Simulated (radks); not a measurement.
Values are calculated unless marked as measured or tabulated.
Ionisation of neutral helium, [He], to 1s1 as the strength of local exchange is varied. Level of theory: Dirac Kohn-Sham, Slater X-alpha exchange (alpha = 2/3 is LDA exchange), no correlation, spin-unpolarised, spherical densities, finite nucleus; Gaussian nuclear charge, rms radius 1.6755 fm (a radial shooting solver on a logarithmic mesh with Libxc functionals).

\begin{tabular}{lrrrrr}
alpha & E(He) (hartree) & exchange (hartree) & IE (eV) & -e of the level emptied (eV) & <r> of it (bohr) \\ \hline
0.667 & -2.72419 & -0.85335 & 24.958 & 14.073 (1s1/2) & 0.9719 \\
0.687 & -2.74985 & -0.88391 & 25.329 & 14.404 (1s1/2) & 0.9656 \\
0.702 & -2.76919 & -0.90702 & 25.608 & 14.653 (1s1/2) & 0.9610 \\
0.718 & -2.78991 & -0.93185 & 25.908 & 14.922 (1s1/2) & 0.9561 \\
0.743 & -2.82247 & -0.97101 & 26.380 & 15.346 (1s1/2) & 0.9486 \\
0.771 & -2.85921 & -1.01541 & 26.914 & 15.827 (1s1/2) & 0.9403 \\
0.856 & -2.97246 & -1.15365 & 28.566 & 17.329 (1s1/2) & 0.9162 \\
0.936 & -3.08143 & -1.28848 & 30.166 & 18.797 (1s1/2) & 0.8947 \\
\end{tabular}

NIST Atomic Spectra Database: 24.587 eV (measured). The central value is not met in this range of alpha. Spin polarisation and multiplet splitting are left out, so open shells lie too high by an amount that depends on their filling.

Beside tabulated values, note that spin-unpolarised runs miss the spin-polarisation part of the exchange energy of open shells.
